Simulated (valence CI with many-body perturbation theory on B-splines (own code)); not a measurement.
**Sm²⁹⁺: calculated level list**

Calculated by configuration interaction combined with many-body perturbation theory (CI+MBPT): five valence electrons over a frozen Dirac-Fock core [Ar] 3d10, a basis of 11 s, 11 p, 10 d, 8 f, 5 g, 2 h functions for each j, with the one-electron correlation potential Σ1, the two-electron term Σ2, the three-electron term Σ3, Breit, model QED; selected CI, second order for the rest, scaled by the run's own slope (own B-spline code, finite nucleus).

No measured spectrum was set against this ion. As an estimate, large intervals hold to a few tenths of a per cent, small ones and those within an open d or f shell to about a per cent. Among the levels kept, up to 2200 cm⁻¹ of a level comes from second order outside the variational space, and about a tenth of that is noise between levels of different J, which matters for small intervals.

Levels 46 to 90 of 170, with energies above the lowest level, (4s^2 4p1/2^2 4p3/2) J=3/2. "Leading %" is the weight of the configuration and term that name the level; weights of strongly mixed levels are sums over their largest components and can fall short, so below about 35 % the name and the second component can differ from the true leading terms, or belong to a minority configuration. In the jj column 3d3/2^4 stands for four electrons in 3d with j = 3/2. Lifetimes count E1, E2, E3, M1 and M2 decay at the calculated energies, and are blank where another channel may lead or the interval is too uncertain; long ones can be off by a factor of two.

| No. | Configuration | Term | J | E (cm⁻¹) | Leading % | Second component | Lifetime | Leading jj |
| --- | --- | --- | --- | --- | --- | --- | --- | --- |
| 46 | 4p⁵ | ²P° | 3/2 | 1727900 | 54 | 17 % 4s4p³4d ²P° | 10.7 ps | 4p1/2^2 4p3/2^3 (54 %) |
| 47 | 4s4p³4d | ⁶D° | 9/2 | 1744400 | 50 | 36 % 4s4p³4d ⁴F° | 124 ps | 4s 4p1/2^2 4p3/2 4d5/2 (88 %) |
| 48 | 4s4p³4d | ⁴F° | 3/2 | 1758800 | 30 | 19 % 4s4p³4d ⁴D° | 15.9 ps | 4s 4p1/2^2 4p3/2 4d5/2 (44 %) |
| 49 | 4s4p³4d | ⁴D° | 5/2 | 1792600 | 32 | 18 % 4s4p³4d ⁶D° | 11.6 ps | 4s 4p1/2^2 4p3/2 4d5/2 (72 %) |
| 50 | 4s4p³4d | ⁴G° | 5/2 | 1801300 | 30 | 16 % 4s4p³4d ²F° | 15.7 ps | 4s 4p1/2^2 4p3/2 4d3/2 (73 %) |
| 51 | 4s4p³4d | ⁴D° | 1/2 | 1824100 | 55 | 16 % 4s4p³4d ²P° | 6.92 ps | 4s 4p1/2^2 4p3/2 4d3/2 (84 %) |
| 52 | 4s4p³4d | ²F° | 7/2 | 1838100 | 23 | 15 % 4s4p³4d ⁶D° | 7.50 ps | 4s 4p1/2^2 4p3/2 4d5/2 (55 %) |
| 53 | 4s4p³4d | ²F° | 7/2 | 1869700 | 27 | 19 % 4s4p³4d ²G° | 15.5 ps | 4s 4p1/2^2 4p3/2 4d5/2 (83 %) |
| 54 | 4s4p³4d | ⁴D° | 1/2 | 1893900 | 59 | 24 % 4s4p³4d ²P° | 9.33 ps | 4s 4p1/2^2 4p3/2 4d5/2 (69 %) |
| 55 | 4s4p³4d | ⁴D° | 3/2 | 1905800 | 43 | 13 % 4s4p³4d ⁴F° | 7.94 ps | 4s 4p1/2 4p3/2^2 4d3/2 (46 %) |
| 56 | 4s4p³4d | ⁴F° | 5/2 | 1910600 | 33 | 9 % 4s4p³4d ²F° | 4.99 ps | 4s 4p1/2^2 4p3/2 4d5/2 (61 %) |
| 57 | 4s4p³4d | ⁴D° | 3/2 | 1915900 | 36 | 16 % 4s4p³4d ⁴P° | 5.18 ps | 4s 4p1/2^2 4p3/2 4d5/2 (80 %) |
| 58 | 4s4p³4d | ⁶D° | 1/2 | 1935900 | 32 | 21 % 4s4p³4d ⁴D° | 27.1 ps | 4s 4p1/2 4p3/2^2 4d3/2 (76 %) |
| 59 | 4s4p³4d | ⁴D° | 5/2 | 1940000 | 25 | 21 % 4s4p³4d ⁶D° | 11.7 ps | 4s 4p1/2 4p3/2^2 4d3/2 (71 %) |
| 60 | 4s4p³4d | ⁶D° | 3/2 | 1949100 | 22 | 16 % 4s4p³4d ⁴D° | 5.00 ps | 4s 4p1/2 4p3/2^2 4d3/2 (47 %) |
| 61 | 4s4p³4d | ⁴F° | 7/2 | 1955600 | 49 | 20 % 4s4p³4d ⁶D° | 30.9 ps | 4s 4p1/2 4p3/2^2 4d3/2 (64 %) |
| 62 | 4s4p³4d | ⁴G° | 9/2 | 1988400 | 63 | 21 % 4s4p³4d ⁶D° | 62.1 ps | 4s 4p1/2 4p3/2^2 4d5/2 (51 %) |
| 63 | 4p⁵ | ²P° | 1/2 | 1989700 | 50 | 37 % 4s4p³4d ²P° | 13.9 ps | 4p1/2 4p3/2^4 (50 %) |
| 64 | 4s4p³4d | ⁴D° | 7/2 | 1990400 | 59 | 14 % 4s4p³4d ²G° | 37.2 ps | 4s 4p1/2 4p3/2^2 4d5/2 (69 %) |
| 65 | 4s4p³4d | ⁴F° | 9/2 | 2005000 | 58 | 20 % 4s4p³4d ²G° | 54.6 ps | 4s 4p1/2 4p3/2^2 4d5/2 (57 %) |
| 66 | 4s²4p4d² | ⁴G° | 5/2 | 2011700 | 19 | 11 % 4s4p³4d ⁴G° | 25.7 ps | 4s^2 4p1/2 4d3/2^2 (38 %) |
| 67 | 4s4p³4d | ⁴D° | 1/2 | 2035700 | 54 | 7 % 4s4p³4d ²S° | 4.67 ps | 4s 4p1/2 4p3/2^2 4d3/2 (45 %) |
| 68 | 4s4p³4d | ⁴F° | 3/2 | 2046000 | 46 | 19 % 4s4p³4d ²D° | 6.11 ps | 4s 4p1/2 4p3/2^2 4d3/2 (77 %) |
| 69 | 4s4p³4d | ²G° | 9/2 | 2049100 | 50 | 32 % 4s4p³4d ⁴F° | 63.8 ps | 4s 4p1/2 4p3/2^2 4d5/2 (70 %) |
| 70 | 4s4p³4d | ⁴G° | 7/2 | 2050500 | 17 | 12 % 4s²4p²4f ²G° | 7.57 ps | 4s^2 4p1/2^2 4f7/2 (42 %) |
| 71 | 4s4p³4d | ⁴G° | 11/2 | 2051800 | 95 |  | 47.2 ps | 4s 4p1/2 4p3/2^2 4d5/2 (95 %) |
| 72 | 4s4p³4d | ⁴P° | 5/2 | 2055400 | 46 | 13 % 4s4p³4d ⁴D° | 2.05 ps | 4s 4p1/2 4p3/2^2 4d3/2 (59 %) |
| 73 | 4s4p³4d | ⁴D° | 7/2 | 2066400 | 21 | 11 % 4s²4p²4f ⁴G° | 3.57 ps | 4s^2 4p1/2^2 4f7/2 (33 %) |
| 74 | 4s4p³4d | ⁴S° | 3/2 | 2067800 | 24 | 23 % 4s4p³4d ⁴F° | 2.58 ps | 4s 4p1/2 4p3/2^2 4d3/2 (73 %) |
| 75 | 4s4p³4d | ⁴F° | 5/2 | 2075300 | 28 | 17 % 4s²4p²4f ⁴G° | 4.89 ps | 4s 4p1/2 4p3/2^2 4d3/2 (56 %) |
| 76 | 4s4p³4d | ²D° | 3/2 | 2081900 | 24 | 18 % 4s4p³4d ⁴F° | 3.53 ps | 4s 4p1/2 4p3/2^2 4d3/2 (74 %) |
| 77 | 4s4p³4d | ⁴P° | 1/2 | 2092300 | 42 | 38 % 4s4p³4d ²S° | 6.06 ps | 4s 4p1/2 4p3/2^2 4d5/2 (84 %) |
| 78 | 4s4p³4d | ²G° | 7/2 | 2092400 | 28 | 20 % 4s4p³4d ⁴D° | 2.52 ps | 4s 4p1/2 4p3/2^2 4d3/2 (70 %) |
| 79 | 4s4p³4d | ²F° | 5/2 | 2093500 | 11 | 10 % 4s4p³4d ⁴P° | 3.17 ps | 4s 4p1/2 4p3/2^2 4d3/2 (45 %) |
| 80 | 4s4p³4d | ⁴D° | 5/2 | 2106400 | 46 | 7 % 4s4p³4d ⁴G° | 4.00 ps | 4s 4p1/2 4p3/2^2 4d5/2 (55 %) |
| 81 | 4s4p³4d | ⁴P° | 3/2 | 2115500 | 34 | 27 % 4s4p³4d ⁴D° | 3.38 ps | 4s 4p1/2 4p3/2^2 4d5/2 (61 %) |
| 82 | 4s4p³4d | ⁴P° | 5/2 | 2122300 | 27 | 15 % 4s²4p4d² ⁴G° | 6.15 ps | 4s 4p1/2 4p3/2^2 4d5/2 (53 %) |
| 83 | 4s4p³4d | ²G° | 9/2 | 2127200 | 34 | 15 % 4s²4p4d² ²G° | 20.3 ps | 4s 4p1/2 4p3/2^2 4d5/2 (54 %) |
| 84 | 4s4p³4d | ²F° | 7/2 | 2127900 | 40 | 16 % 4s²4p4d² ⁴G° | 9.32 ps | 4s 4p1/2 4p3/2^2 4d5/2 (46 %) |
| 85 | 4s4p³4d | ⁴D° | 7/2 | 2136500 | 34 | 20 % 4s4p³4d ²G° | 9.02 ps | 4s 4p1/2 4p3/2^2 4d5/2 (81 %) |
| 86 | 4s4p³4d | ⁴S° | 3/2 | 2139500 | 28 | 21 % 4s4p³4d ²P° | 2.44 ps | 4s 4p1/2 4p3/2^2 4d5/2 (57 %) |
| 87 | 4s²4p4d² | ⁴G° | 5/2 | 2142000 | 15 | 11 % 4s4p³4d ²D° | 4.64 ps | 4s 4p1/2 4p3/2^2 4d5/2 (58 %) |
| 88 | 4s4p³4d | ²P° | 1/2 | 2143900 | 39 | 13 % 4s4p³4d ⁴P° | 1.49 ps | 4s 4p1/2 4p3/2^2 4d3/2 (68 %) |
| 89 | 4s4p³4d | ⁴D° | 5/2 | 2153000 | 20 | 17 % 4s²4p4d² ⁴G° | 3.44 ps | 4s 4p1/2 4p3/2^2 4d5/2 (48 %) |
| 90 | 4s4p³4d | ²P° | 3/2 | 2157200 | 20 | 16 % 4s4p³4d ⁴D° | 1.76 ps | 4s 4p1/2 4p3/2^2 4d3/2 (29 %) |

Where two levels of one J and parity lie close, their mixing, g and order are uncertain.
